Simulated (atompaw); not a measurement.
# u(r) = r·R(r): atom against pseudo-atom (Ta)

Columns: radius, all-electron u(r) and pseudo u(r) of the 5s shell (level -73.79 eV) of tantalum in the configuration [Kr] 4d10 4f14 5s2 5p6 5d3 6s1.5 6p0.5; PBE, scalar-relativistic, PAW (atompaw) scheme, atompaw 4.2.0.5.

| r (bohr) | all-electron | pseudo |
| --- | --- | --- |
| 0.115 | 0.2654 | 0.0658 |
| 0.231 | -0.0021 | 0.1303 |
| 0.346 | -0.5965 | 0.1905 |
| 0.462 | -0.3810 | 0.2458 |
| 0.577 | 0.1714 | 0.2939 |
| 0.692 | 0.6661 | 0.3340 |
| 0.808 | 0.9799 | 0.3656 |
| 0.923 | 1.1156 | 0.3875 |
| 1.038 | 1.1244 | 0.4001 |
| 1.154 | 1.0538 | 0.4033 |
| 1.269 | 0.9427 | 0.3978 |
| 1.385 | 0.8153 | 0.3843 |
| 1.500 | 0.6895 | 0.3641 |
| 1.615 | 0.5729 | 0.3383 |
| 1.731 | 0.4689 | 0.3081 |
| 1.846 | 0.3805 | 0.2755 |
| 1.962 | 0.3056 | 0.2413 |
| 2.077 | 0.2443 | 0.2076 |
| 2.192 | 0.1943 | 0.1752 |
| 2.308 | 0.1535 | 0.1448 |
| 2.423 | 0.1211 | 0.1178 |
| 2.538 | 0.0953 | 0.0943 |
| 2.654 | 0.0746 | 0.0744 |
| 2.769 | 0.0584 | 0.0584 |
| 2.885 | 0.0455 | 0.0455 |
| 3.000 | 0.0355 | 0.0355 |

(1) How many radial nodes do the two functions have?

(2) Where does each function peak?

(3) Is the pseudo-wave norm-conserving?

Results:

(1) The all-electron 5s function has n − l − 1 = 4 (the table is too coarse to show those close to the nucleus); the pseudo-wave has 0, since the states of the same l below it are removed with the core.

(2) Outermost all-electron maximum near 1.04 bohr, pseudo maximum near 1.15 bohr (to the table’s step).

(3) No, it belongs to a PAW set: the norm inside the radius is not constrained, and the difference is carried by the augmentation charge.
